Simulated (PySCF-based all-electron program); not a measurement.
# Te2H2, singlet: all-electron forces

All-electron Kohn–Sham DFT on the free molecule, computed near the basis limit with an in-house program on PySCF integrals; Koelling–Harmon scalar relativity, no spin–orbit coupling, spin-restricted. Forces are good to about 0.015 eV/Å. Atoms are numbered as listed.

Shape A:

```xyz
4

Te    0.0000    0.0000    0.0000
Te    0.0000    0.0000    2.7300
H     1.6577    0.0000   -0.0869
H     0.0000    1.6577    2.8169
```

PBE forces:

```tsv
atom	Fx	Fy	Fz (eV/Å)
Te1	-0.228	-0.052	0.073
Te2	-0.052	-0.228	-0.073
H3	0.285	-0.005	-0.111
H4	-0.005	0.285	0.111
```

Question: What forces does r2SCAN give in shape A?

Answer: The forces move by 0.251 eV/Å (r.m.s. over the atoms) from PBE.

```json
{"atom": "Te1", "Fx": "-0.003", "Fy": "-0.053", "Fz (eV/Å)": "0.230"}
{"atom": "Te2", "Fx": "-0.053", "Fy": "-0.003", "Fz (eV/Å)": "-0.230"}
{"atom": "H3", "Fx": "0.061", "Fy": "-0.004", "Fz (eV/Å)": "-0.100"}
{"atom": "H4", "Fx": "-0.004", "Fy": "0.061", "Fz (eV/Å)": "0.100"}
```

Shape B:

| atom | x (Å) | y (Å) | z (Å) |
| --- | --- | --- | --- |
| Te | 0.0000 | 0.0000 | 0.0000 |
| Te | 0.0000 | 0.0000 | 2.4570 |
| H | 1.6577 | 0.0000 | -0.0869 |
| H | 0.0000 | 1.6577 | 2.5439 |

Against shape A, Te1–Te2 goes from 2.730 to 2.457 Å.

PBE forces:

```csv
atom,Fx,Fy,Fz (eV/Å)
Te1,-0.166,-0.199,-3.982
Te2,-0.199,-0.166,3.982
H3,0.374,-0.009,-0.329
H4,-0.009,0.374,0.329
```

Question: What forces does r2SCAN give in shape B?

Answer: The forces move by 0.247 eV/Å (r.m.s. over the atoms) from PBE.

```tsv
atom	Fx	Fy	Fz (eV/Å)
Te1	0.065	-0.208	-3.847
Te2	-0.208	0.065	3.847
H3	0.151	-0.008	-0.329
H4	-0.008	0.151	0.329
```
